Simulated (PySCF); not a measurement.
Input for PySCF: R-B3LYP/6-31G* on MgF+, 2S+1 = 1, a point of a bond scan (R = 1.802 Å). Charge +1.

```python
from pyscf import gto, scf, dft, mp
from pyscf.data.elements import chemcore

mol = gto.M(
    atom='''
    F     0.00000000    0.00000000    0.00000000
    Mg    0.00000000    0.00000000    1.80185500
    ''',
    basis='6-31g*',
    cart=True,
    charge=1, spin=0, verbose=3, max_memory=1800)
mf = dft.RKS(mol, xc='b3lyp')
mf.conv_tol = 1e-8
mf.max_cycle = 100
mf.kernel()
if not mf.converged:
    mf = mf.newton().run(mf.mo_coeff, mf.mo_occ)
```

**Question.** Predict the final total energy.

**Answer.** -299.6610 hartree.
